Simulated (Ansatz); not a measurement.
Reaction (redistribution): `[SiH3]N([SiH3])B(Cl)Cl` + `[NH2][InH][OH]` → `[OH][InH][B](Cl)Cl` + `NN([SiH3])[SiH3]`

Program: Ansatz. Geometries: PBE0-D4/def2-TZVP. ΔE: electronic, gas phase. CCSD(T)/CBS is the MP2 limit (def2-TZVPP, def2-QZVPP) plus CCSD(T) − MP2 in def2-TZVPP, frozen cores. Functionals use def2-TZVPP. HSE06 is defined as in plane-wave codes. Elements past krypton have def2 core potentials. For In outer-core shells are correlated without core-valence functions, which leaves a few kJ/mol of doubt a bond. One conformer a species, not always the lowest.

`[SiH3]N([SiH3])B(Cl)Cl`:

Cartesian coordinates in Å:
```
Si -1.481 -0.262 -0.751
N 0.021 0.181 0.066
Si 1.339 -0.970 0.301
B 0.171 1.491 0.544
Cl 1.644 2.002 1.370
Cl -1.105 2.693 0.344
H -1.353 -1.687 -1.138
H -1.672 0.565 -1.965
H -2.635 -0.099 0.164
H 0.900 -2.252 -0.298
H 1.604 -1.164 1.746
H 2.565 -0.498 -0.384
```

`[NH2][InH][OH]`:

Z-matrix (Å, degrees):
```
N
In 1 2.003
H 1 1.007 2 120.9
H 1 1.009 2 117.7 3 -140.7
O 2 1.990 1 107.5 3 159.0
H 2 1.701 1 129.7 3 -26.0
H 5 0.959 2 113.7 1 175.5
```

`[OH][InH][B](Cl)Cl`:

Cartesian coordinates in Å:
```
O 0.263 0.552 2.132
In 0.599 0.785 0.179
B -0.449 -0.692 -1.172
Cl 0.288 -2.222 -1.581
Cl -2.032 -0.352 -1.827
H -0.322 -0.180 2.340
H 1.651 2.109 -0.071
```

`NN([SiH3])[SiH3]`:

```xyz
12

N    -1.347    0.769   -0.331
N    -0.114    0.088   -0.068
Si    0.006   -0.814    1.400
Si    1.003    0.359   -1.360
H    -2.110    0.101   -0.364
H    -1.538    1.435    0.410
H     1.352   -1.432    1.474
H    -1.050   -1.866    1.446
H    -0.218    0.079    2.573
H     1.305    1.806   -1.516
H     0.464   -0.148   -2.650
H     2.248   -0.377   -1.015
```

Question: Is it downhill or uphill in electronic energy at CCSD(T)/CBS, and by how much? (Estimate.)

Answer: Ansatz gave: Uphill: ΔE = +316.8 kJ/mol.

Question: What do these levels give: LDA (SPW92), PBE0-D4, HSE06-D4, PBE-QIDH, BLYP, PBE0, BHLYP, CCSD/def2-SVP, CCSD(T)/def2-SVP, MP2/def2-QZVPP, HF/CBS(def2), CCSD/CBS(def2)? (Estimate.)

Answer: Computed: LDA (SPW92) 297.9, PBE0-D4 298.8, HSE06-D4 298.3, PBE-QIDH 313.7, BLYP 279.9, PBE0 293.5, BHLYP 305.3, CCSD/def2-SVP 303.3, CCSD(T)/def2-SVP 302.4, MP2/def2-QZVPP 330.9, HF/CBS(def2) 309.8, CCSD/CBS(def2) 316.2 kJ/mol.

Largest T1 diagnostic among the species: 0.016.

From PBE to PBE0 (25 % exact exchange), in def2-TZVPP and without D4, ΔE moves by +11.8 kJ/mol. The D4 term adds +9.7 kJ/mol with B3LYP and +5.2 kJ/mol with PBE0; it sums over pairs of atoms, weighted by their polarisabilities, and B3LYP, whose exchange is more repulsive, gets the larger term.

B3LYP here is the variant with VWN-RPA as its local correlation; programs differ in this.
